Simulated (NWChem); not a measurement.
Program: NWChem. System: C$_{2}$H$_{8}$N$_{2}$Si, charge 0, spin multiplicity 1, at a geometry optimised with PBE0/def2-SVP. The structure started from a generated list of species. Level: RHF/def2-SVP.

Part of the output:

```
             Northwest Computational Chemistry Package (NWChem) 7.3.0
             --------------------------------------------------------

                                NWChem Input Module
                                -------------------

 Scaling coordinates for geometry "geometry" by  1.889725989
 (inverse scale =  0.529177249)

                             Geometry "geometry" -> ""
                             -------------------------

 Output coordinates in angstroms (scale by  1.889725989 to convert to a.u.)

  No.       Tag          Charge          X              Y              Z
 ---- ---------------- ---------- -------------- -------------- --------------
    1 Si                  14.0000    -0.02278900     0.77093300     0.91578100
    2 N                    7.0000     0.94600900     1.82762700    -0.05034300
    3 H                    1.0000     1.36825000     1.67273200    -0.96043500
    4 H                    1.0000     1.19738000     2.73542000     0.32431300
    5 N                    7.0000    -0.25110200    -0.59739700    -0.14531000
    6 C                    6.0000    -0.93005800    -1.75478800     0.38938500
    7 C                    6.0000     0.16708500    -0.76824500    -1.51221700
    8 H                    1.0000    -1.83371600    -2.00750200    -0.19799300
    9 H                    1.0000    -0.28007300    -2.65108600     0.39589100
   10 H                    1.0000    -1.24435900    -1.56335400     1.42791800
   11 H                    1.0000     0.98816800    -1.50476800    -1.61346400
   12 H                    1.0000    -0.67002300    -1.12852900    -2.13961800
   13 H                    1.0000     0.50690700     0.18060700    -1.95097400

 Effective nuclear repulsion energy (a.u.)     230.2379265633

            Nuclear Dipole moment (a.u.)
            ----------------------------
        X                 Y               Z
 ---------------- ---------------- ----------------
    -0.0000018897    -0.0000113384     0.0000170075


 Summary of "ao basis" -> "" (spherical)
 ------------------------------------------------------------------------------
       Tag                 Description            Shells   Functions and Types
 ---------------- ------------------------------  ------  ---------------------
 *                          def2-svp                  on all atoms

 Summary of "ao basis" -> "ao basis" (spherical)
 ------------------------------------------------------------------------------
[...]
    47     -0.163502   5 N  py               50      0.161575   5 N  py
    48      0.156892   5 N  pz               90      0.155043   9 H  s
    51     -0.153058   5 N  pz

 Vector   24  Occ=2.000000D+00  E=-3.193785D-01
              MO Center= -1.7D-01,  8.0D-01,  1.3D+00, r^2= 2.3D+00
   Bfn.  Coefficient  Atom+Function         Bfn.  Coefficient  Atom+Function
  ----- ------------  ---------------      ----- ------------  ---------------
     4      0.482489   1 Si s                 3      0.439593   1 Si s
    13      0.316083   1 Si pz               10      0.271328   1 Si pz
     2      0.268969   1 Si s                21     -0.156907   2 N  s

 Vector   25  Occ=0.000000D+00  E= 1.131073D-01
              MO Center= -1.9D-02,  6.9D-01,  8.9D-01, r^2= 3.5D+00
   Bfn.  Coefficient  Atom+Function         Bfn.  Coefficient  Atom+Function
  ----- ------------  ---------------      ----- ------------  ---------------
    11      0.732717   1 Si px               12     -0.411090   1 Si py
    13      0.322412   1 Si pz               25     -0.247332   2 N  px
    49     -0.240760   5 N  px                8      0.206373   1 Si px
   101      0.201518  11 H  s                46      0.159627   5 N  px
    22      0.150230   2 N  px

 Vector   26  Occ=0.000000D+00  E= 1.689863D-01
              MO Center=  7.2D-01,  1.3D+00, -1.5D-01, r^2= 6.9D+00
   Bfn.  Coefficient  Atom+Function         Bfn.  Coefficient  Atom+Function
  ----- ------------  ---------------      ----- ------------  ---------------
    21      1.380218   2 N  s                73      1.262961   7 C  s
    34     -0.685337   3 H  s                39     -0.642112   4 H  s
    12     -0.544013   1 Si py              111     -0.538524  13 H  s
   101     -0.521340  11 H  s               106     -0.440430  12 H  s
    11     -0.386620   1 Si px               59     -0.363278   6 C  s

 Vector   27  Occ=0.000000D+00  E= 1.778453D-01
              MO Center= -5.3D-01, -1.5D+00, -3.6D-01, r^2= 7.4D+00
   Bfn.  Coefficient  Atom+Function         Bfn.  Coefficient  Atom+Function
  ----- ------------  ---------------      ----- ------------  ---------------
    59      1.962787   6 C  s                73      1.634002   7 C  s
    91     -0.921343   9 H  s                86     -0.911462   8 H  s
   101     -0.828907  11 H  s               106     -0.809737  12 H  s
    96     -0.696349  10 H  s               111     -0.517046  13 H  s
    12      0.424780   1 Si py                4     -0.353987   1 Si s

 center of mass
 --------------
 x =  -0.00063578 y =   0.09055407 z =   0.09992672

 moments of inertia (a.u.)
 ------------------
         739.096774312246        -197.292799903896          41.940205654558
        -197.292799903896         362.000748658200         -93.171885258934
          41.940205654558         -93.171885258934         621.356859170353

  Mulliken analysis of the total density
  --------------------------------------

    Atom       Charge   Shell Charges
 -----------   ------   -------------------------------------------------------
    1 Si  14    13.45   2.00  1.99  1.06  0.60  5.94  0.92  0.71  0.24
    2 N    7     7.55   1.99  0.94  0.50  2.40  1.71  0.01
    3 H    1     0.86   0.70  0.11  0.05
    4 H    1     0.85   0.70  0.09  0.05
    5 N    7     7.80   1.99  0.95  0.64  2.42  1.78  0.02
    6 C    6     5.82   1.99  0.86  0.16  1.99  0.77  0.05
    7 C    6     5.82   1.99  0.86  0.15  2.00  0.77  0.05
    8 H    1     0.98   0.76  0.19  0.02
    9 H    1     0.98   0.76  0.20  0.02
   10 H    1     0.96   0.76  0.18  0.03
   11 H    1     0.98   0.76  0.19  0.02
   12 H    1     0.98   0.76  0.20  0.02
   13 H    1     0.98   0.76  0.19  0.02

       Multipole analysis of the density wrt the origin
       ------------------------------------------------

     L   x y z        total         open         nuclear
     -   - - -        -----         ----         -------
     0   0 0 0      0.000000      0.000000     48.000000

     1   1 0 0      0.335326      0.000000     -0.000002
     1   0 1 0     -0.035390      0.000000     -0.000011
     1   0 0 1     -0.727013      0.000000      0.000017

     2   2 0 0    -28.765885      0.000000     78.735869
     2   1 1 0      2.205360      0.000000    118.640562
     2   1 0 1     -0.136643      0.000000    -27.351652
     2   0 2 0    -26.498756      0.000000    298.436759
     2   0 1 1     -1.192106      0.000000     48.583577
     2   0 0 2    -30.905885      0.000000    145.653947

 Task  times  cpu:        9.7s     wall:        9.7s

 Total times  cpu:        9.7s     wall:        9.7s
```

Question: Write an NWChem input that would produce this output.

Answer: One answer among several that fit: 
```
start mol
memory heap 200 mb stack 800 mb global 1000 mb
geometry units angstroms nocenter noautoz noautosym
  Si    -0.022789     0.770933     0.915781
  N      0.946009     1.827627    -0.050343
  H      1.368250     1.672732    -0.960435
  H      1.197380     2.735420     0.324313
  N     -0.251102    -0.597397    -0.145310
  C     -0.930058    -1.754788     0.389385
  C      0.167085    -0.768245    -1.512217
  H     -1.833716    -2.007502    -0.197993
  H     -0.280073    -2.651086     0.395891
  H     -1.244359    -1.563354     1.427918
  H      0.988168    -1.504768    -1.613464
  H     -0.670023    -1.128529    -2.139618
  H      0.506907     0.180607    -1.950974
end
basis spherical
  * library def2-svp
end
scf
  rhf
  nopen 0
  maxiter 100
  thresh 1e-7
  semidirect memsize 60000000 filesize 0
end
task scf energy
```
